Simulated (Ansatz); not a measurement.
The cluster HfSi5, relaxed as a quintet with UKS PBE0-D4/def2-SVP in Ansatz, starting from the PBE0-D4/def2-SVP geometry of the neutral singlet. Force threshold 0.02 eV/Å.

In the def2 sets Hf takes a core potential; there is no spin–orbit coupling. At PBE0-D4/def2-SVP a singlet of charge 0 lies 2.23 eV below the quintet, each at its own geometry. The structure comes from a short search, and lower isomers may exist.

Start:

Cartesian coordinates in Å:
```
Hf -0.791 -0.835 1.613
Si -0.706 1.069 -0.213
Si 0.800 1.157 1.682
Si -0.957 -1.276 -0.850
Si 0.443 0.349 -2.165
Si 1.211 -0.465 -0.068
```

```tsv
step	energy (eV)	largest force component (eV/Å)	SCF passes
1	-40661.1243	2.389	69
2	-40661.5340	0.509	43
3	-40661.5975	0.174	40
4	-40661.6120	0.097	38
5	-40661.6136	0.030	30
6	-40661.6137	0.020	33
7	-40661.6137	0.004	34
8	-40661.6146	0.018	37
9	-40661.6167	0.029	37
10	-40661.6180	0.093	39
11	-40661.6205	0.031	35
12	-40661.6215	0.015	36
13	-40661.6217	0.015	36
```

Force components are those of the run's own axes.

End:

Cartesian coordinates in Å:
```
Hf -0.829 -1.003 1.755
Si -0.536 1.318 -0.310
Si 0.688 1.087 1.717
Si -0.881 -1.241 -0.862
Si 0.292 0.222 -2.249
Si 1.265 -0.383 -0.050
```

By distances, no bond broke or formed. The bond that changes most is Hf1–Si2, from 2.64 to 3.12 Å (atoms count from 1).

The force fell under the threshold at step 7, but the optimiser went on and released 0.008 eV more. No frequencies were taken in this run, so the end may be a saddle point.

Hardware: 4 threads of Arm Neoverse V2 on a shared host. Wall time 57 s.
